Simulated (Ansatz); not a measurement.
Geometry optimisation, RHF/def2-SVP in Ansatz.

Input file:

```yaml
crystal:
  periodic: [false, false, false]
  atoms:
    - { symbol: B, position_ang: [-0.1943, 1.6177, 1.3591] }
    - { symbol: Ge, position_ang: [-0.8497, 0.6526, -0.2949] }
    - { symbol: C, position_ang: [0.5041, -0.6062, -0.8434] }
    - { symbol: "N", position_ang: [0.847, -1.5566, 0.2383] }
    - { symbol: F, position_ang: [0.1393, -1.2736, -1.9973] }
    - { symbol: H, position_ang: [0.8122, 1.4482, 1.824] }
    - { symbol: H, position_ang: [-0.9187, 2.4822, 1.8337] }
    - { symbol: H, position_ang: [-1.0627, 1.6753, -1.4545] }
    - { symbol: H, position_ang: [-2.1493, -0.0974, 0.0649] }
    - { symbol: H, position_ang: [1.473, -0.0423, -1.0138] }
    - { symbol: H, position_ang: [1.81277, -1.5683, 0.42783] }
    - { symbol: H, position_ang: [0.39138, -1.11339, 1.12961] }
basis:
  gaussian: { orbitals: def2-SVP }
hamiltonian:
  xc: hf
relax:
  f_tol: 0.015
  max_steps: 40
```

Run as:

```bash
$ ansatz run input.yaml --threads 2 --pin off --max-ram 3072MiB --backend cpu --events-out ev --progress --plain --runs-dir out
```

Question: Where does it end, and by what steps?

Answer: The forces met the threshold. The force dipped under the threshold on the way, but the program's further checks kept it going. After 32 steps the energy has fallen by 0.978 eV; H6 moved furthest, 1.04 Å.

```json
{"step": "0", "energy less start (eV)": "0.0000", "largest force component (eV/Å)": "3.543", "accepted": "yes"}
{"step": "2", "energy less start (eV)": "-0.6185", "largest force component (eV/Å)": "0.754", "accepted": "yes"}
{"step": "4", "energy less start (eV)": "-0.6987", "largest force component (eV/Å)": "0.503", "accepted": "yes"}
{"step": "6", "energy less start (eV)": "-0.6717", "largest force component (eV/Å)": "2.659", "accepted": "no"}
{"step": "8", "energy less start (eV)": "-0.9307", "largest force component (eV/Å)": "0.398", "accepted": "yes"}
{"step": "10", "energy less start (eV)": "-0.9550", "largest force component (eV/Å)": "0.359", "accepted": "yes"}
{"step": "12", "energy less start (eV)": "-0.9651", "largest force component (eV/Å)": "0.089", "accepted": "yes"}
{"step": "14", "energy less start (eV)": "-0.9689", "largest force component (eV/Å)": "0.069", "accepted": "yes"}
{"step": "16", "energy less start (eV)": "-0.9707", "largest force component (eV/Å)": "0.285", "accepted": "no"}
{"step": "18", "energy less start (eV)": "-0.9736", "largest force component (eV/Å)": "0.112", "accepted": "yes"}
{"step": "20", "energy less start (eV)": "-0.9749", "largest force component (eV/Å)": "0.034", "accepted": "yes"}
{"step": "22", "energy less start (eV)": "-0.9763", "largest force component (eV/Å)": "0.072", "accepted": "yes"}
{"step": "24", "energy less start (eV)": "-0.9771", "largest force component (eV/Å)": "0.022", "accepted": "yes"}
{"step": "26", "energy less start (eV)": "-0.9774", "largest force component (eV/Å)": "0.022", "accepted": "yes"}
{"step": "28", "energy less start (eV)": "-0.9777", "largest force component (eV/Å)": "0.036", "accepted": "yes"}
{"step": "30", "energy less start (eV)": "-0.9777", "largest force component (eV/Å)": "0.009", "accepted": "yes"}
{"step": "32", "energy less start (eV)": "-0.9779", "largest force component (eV/Å)": "0.010", "accepted": "yes"}
```

```xyz
12
Properties=species:S:1:pos:R:3
B -0.244 1.938 1.361
Ge -0.828 0.734 -0.246
C 0.643 -0.538 -0.670
N 0.892 -1.400 0.423
F 0.329 -1.238 -1.823
H 0.867 2.389 1.395
H -0.990 2.215 2.257
H -1.111 1.593 -1.491
H -2.080 -0.113 0.049
H 1.557 0.011 -0.895
H 1.675 -2.008 0.261
H 0.095 -1.965 0.655
```

Run time: 74 s on 2 threads of Intel(R) Xeon(R) Platinum 8488C (Sapphire Rapids), on a shared host, peak memory 0.3 GiB.
